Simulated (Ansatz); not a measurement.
`C[SiH](C)[TeH]` + PH₃ → `C[SiH](C)P` + H₂Te at 400 K and 1 bar (ligand exchange at the Si–Te bond).

Program: Ansatz. Geometries: PBE0-D4/def2-TZVP. ΔE: electronic, gas phase. CBS: MP2 limit from def2 TZ/QZ plus the TZ coupled-cluster correction, frozen cores. This one scheme is used for every species. def2 core potentials past Kr. For Te outer-core shells are correlated without core-valence functions, which leaves a few kJ/mol of doubt a bond. One conformer a species, not always the lowest.

```json
{"species": "`C[SiH](C)[TeH]`", "CCSD(T)/CBS energy (Eh)": "-637.77028", "H − E (kJ/mol)": "271.6", "S (J/(mol·K))": "412.1"}
{"species": "PH₃", "CCSD(T)/CBS energy (Eh)": "-342.72256", "H − E (kJ/mol)": "77.1", "S (J/(mol·K))": "221.7"}
{"species": "`C[SiH](C)P`", "CCSD(T)/CBS energy (Eh)": "-711.56475", "H − E (kJ/mol)": "299.7", "S (J/(mol·K))": "395.3"}
{"species": "H₂Te", "CCSD(T)/CBS energy (Eh)": "-268.91024", "H − E (kJ/mol)": "45.0", "S (J/(mol·K))": "239.1"}
```

H − E and S are ideal-gas, rigid-rotor, harmonic terms from PBE0-D4/def2-TZVP, for one conformer and one mirror image of each species. 1 Eh = 2625.50 kJ/mol, R = 8.31446 J/(mol·K).

Question: By hand: ΔE, ΔH, ΔS and ΔG.

Answer: ΔE = (-711.56475) + (-268.91024) − (-637.77028) − (-342.72256) = 0.01785 Eh = 46.9 kJ/mol. Δ(H − E) = 299.7 + 45.0 − 271.6 − 77.1 = -4.0, so ΔH = 42.9 kJ/mol. ΔS = 395.3 + 239.1 − 412.1 − 221.7 = 0.6 J/(mol·K). ΔG = 42.9 − 400 × (0.6)/1000 = 42.7 kJ/mol.

Question: By hand: the equilibrium constant, and the temperature at which ΔG would vanish if ΔH and ΔS stayed fixed.

Answer: log₁₀ K = −ΔG/(RT ln 10) = -5.6. ΔG = 0 at ΔH/ΔS = 71500 K, far beyond where these terms or the molecules hold.

The number of gas molecules stays the same, so ΔS is small and ΔH decides. A doubt of 5 kJ/mol in ΔE shifts log₁₀ K by 0.7 here. Other conformers and mirror images would add mixing entropy, several J/(mol·K) or more a flexible species. These are equilibria of isolated gas molecules and say nothing of rates. Largest T1 diagnostic: 0.013 (customary marks: 0.02 for closed shells, 0.045 for open ones).
